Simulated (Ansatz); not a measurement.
The cluster PbSe2⁻. Total charge -1; doublet. Geometry r2SCAN-D4/def2-TZVPD, basis def2-TZVPD, Ansatz.

| atom | x (Å) | y (Å) | z (Å) |
| --- | --- | --- | --- |
| Pb1 | -0.5167 | -0.4823 | 0.2321 |
| Se2 | 1.0189 | -1.2978 | -1.6205 |
| Se3 | -0.5022 | 1.7800 | 1.3884 |

```csv
run,HOMO (eV),LUMO (eV)
A,-1.71,0.45
B,-0.72,-0.09
C,-3.52,1.94
D,-0.77,-0.17
E,-3.63,2.05
F,-1.03,-0.08
```

In the def2 sets Pb takes a core potential; there is no spin–orbit coupling. The structure comes from a short search, and lower isomers may exist.

HOMO and LUMO are taken over both spins.

Problem. The runs used PBE, PBE0, r2SCAN, revPBE, ωB97M-V, ωB97X-V. Estimate which is which.

Solution. A PBE0 (25 % exact exchange); B revPBE (0 % exact exchange); C ωB97M-V (range-separated); D PBE (0 % exact exchange); E ωB97X-V (range-separated); F r2SCAN (0 % exact exchange). Exact exchange lowers occupied and raises empty levels; among semilocal functionals meta-GGAs tend to open the gap a little, and such runs are hard to tell apart. The gap grows from 0.59 eV (PBE) to 5.68 eV (ωB97X-V).
